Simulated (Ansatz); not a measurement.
`C[Si](F)(Cl)[SeH]` + H₂S → `C[Si](F)(S)Cl` + H₂Se  (ligand exchange at the Si–Se bond)

Calculated with Ansatz (gas phase, PBE0-D4/def2-TZVP geometries, no zero-point term in ΔE). CCSD(T)/CBS is the MP2 limit (def2-TZVPP, def2-QZVPP) plus CCSD(T) − MP2 in def2-TZVPP, frozen cores. This one scheme is used for every species. Functionals use def2-TZVPP. B3LYP here is the variant with VWN-RPA as its local correlation; programs differ in this. For Se outer-core shells are correlated without core-valence functions, which leaves a few kJ/mol of doubt a bond. Scalar relativity is left out up to krypton. One conformer a species, not always the lowest.

| level | ΔE (kcal/mol) | difference from CCSD(T)/CBS |
| --- | --- | --- |
| LDA (SPW92) | -0.2 | -0.9 |
| r2SCAN-D4 | -0.1 | -0.8 |
| B3LYP-D4 | 0.2 | -0.5 |
| r2SCAN | -0.2 | -0.9 |
| PBE0 | 0.1 | -0.6 |
| MP2/def2-SVP | 0.0 | -0.7 |
| CCSD/def2-TZVPP | 0.2 | -0.5 |
| CCSD(T)/def2-TZVPP | 0.2 | -0.5 |
| HF/CBS(def2) | -0.1 | -0.8 |
| MP2/CBS(def2) | 1.1 | 0.4 |
| CCSD(T)/CBS | 0.7 | 0 |

Largest T1 diagnostic among the species: 0.011.

At CCSD(T), def2-SVP lies −1.0 kcal/mol from the extrapolated value and def2-TZVPP −0.5 kcal/mol. Leaving LDA and LC-ωPBE aside and taking each functional with its dispersion term where it has one, the values, not all of them listed here, spread over 1.4 kcal/mol, from B97M-V to BHLYP-D4.
